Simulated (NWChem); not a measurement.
System: CH4OPb, singlet; SMILES [O]([PbH])C

```xyz
7

Pb     0.0097    -0.4591     0.0000
H     -1.8302    -0.0792     0.0000
O      0.5470     1.5739     0.0000
C     -0.2924     2.6798     0.0000
H     -0.1058     3.3155     0.8883
H     -0.1058     3.3155    -0.8883
H     -1.3711     2.4208     0.0000
```
Atoms are numbered in this order, from 1.

Program: NWChem. Medium grid unless said otherwise, to which SCAN and Minnesota functionals are sensitive. Low-valent species are run as closed-shell singlets; no triplet was tried in these runs. The geometry was optimised at PBE0/def2-SVP. def2 effective core potentials on Pb; no spin-orbit coupling. Hybrids' shares of exact exchange are those that their runs print; pure functionals count as 0. The functionals differ in more than this share.

```
row              share of exact exchange  orbital gap (eV)
---------------  -----------------------  ----------------
PBE/def2-SVP                        0.00              2.79
BP86/def2-SVP                       0.00              2.80
TPSSh/def2-SVP                      0.10              3.69
B3LYP/def2-SVP                      0.20              4.10
B3PW91/def2-SVP                     0.20              4.22
M06/def2-SVP                        0.27              4.27
MPW1K/def2-SVP                      0.43          withheld
```

Q: Fit a straight line of the last column on the one before it, predict the withheld value, and compare with the run.

A: 
1. Means of the 6 shown rows: x = 0.128, y = 3.645. Slope Σ(x − x̄)(y − ȳ)/Σ(x − x̄)² = 0.3792/0.06408 = 5.918; intercept 2.886.
2. The shown rows scatter about the line by 0.148 (root mean square); the largest residual is -0.21, at M06/def2-SVP.
3. At x = 0.43 (MPW1K/def2-SVP; beyond the shown range) the line gives 5.43.
4. The run gives 5.79, +0.36 from the line, 2.4 times the scatter.
